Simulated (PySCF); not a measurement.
Where the electron goes

Bromofluoroacetonitrile, C₂HBrFN.
Atom-mapped SMILES: `[N:1]#[C:2][C@H:3]([F:4])[Br:5]` (hydrogens: H6 on C3)

Structure used (PBE0-D3(BJ)/def2-SVP), in Å, numbered top down from 1:
```xyz
6
C2HBrFN angstrom
N      0.105   -1.885   -1.116
C      0.010   -0.909   -0.503
C     -0.129    0.310    0.294
F     -1.277    0.942    0.003
Br     1.388    1.474   -0.043
H     -0.097    0.068    1.367
```

Computed with TDDFT B3LYP/def2-SVPD, vertical, gas phase, core orbitals frozen in the response in PySCF 2.14.0, density-fitted response routines. The B3LYP/def2-SVPD calculation is non-relativistic and has no spin–orbit coupling, an omission that weighs most on bromine.

Kohn–Sham orbitals with the atoms that hold most of them (Löwdin shares over 4%, at most four atoms; ? is withheld):

| orbital | ε (eV) | atoms |
| --- | --- | --- |
| HOMO-3 | -10.56 | N1 47%, C2 40%, F4 5%, Br5 4% |
| HOMO-2 | -10.10 | N1 39%, C2 28%, Br5 14%, C3 8% |
| HOMO-1 | -9.02 | ? |
| HOMO | ? | ? |
| LUMO | -2.10 | Br5 47%, C3 24%, N1 13%, C2 11% |
| LUMO+1 | -1.12 | N1 31%, C2 27%, C3 17%, F4 10% |
| LUMO+2 | -0.24 | Br5 28%, C2 22%, H6 16%, C3 15% |

(1) Which atoms hold the HOMO-1, and with what shares?

(2) Which atoms hold the HOMO, and with what shares?

(3) What is the HOMO energy, and the HOMO–LUMO gap?

Answers

(1) Br5 (bonded to C) 83%; C3 (bonded to Br, C, F and H) 7%.

(2) Br5 (bonded to C) 83%; C3 (bonded to Br, C, F and H) 8%.

(3) ε(HOMO) = -8.85 eV; the gap is 6.76 eV (0.2483 hartree).

Question: The HOMO–LUMO gap is 6.76 eV. Where does the response calculation put the lowest singlet, and from which orbitals?

Answer: S1 is at 5.55 eV (f = 0.0030), 1.21 eV below the gap, made of HOMO→LUMO (98%). 

Question: One configuration dominates each of S1, S2 and S3. Which, and how do the shares of the two leading atoms of either orbital change from the occupied to the empty one?

Answer: 
- S1 (5.55 eV, f 0.0030), HOMO→LUMO (98%): Br5 83% → 47%, C3 8% → 24%
- S2 (5.75 eV, f 0.0056), HOMO-1→LUMO (98%): Br5 83% → 47%, C3 7% → 24%
- S3 (6.66 eV, f 0.0009), HOMO→LUMO+1 (92%): Br5 83% → at most 11%, C3 8% → 17%, N1 at most 4% → 31%, C2 at most 4% → 27%

Löwdin shares depend on the basis, the more so with diffuse functions.
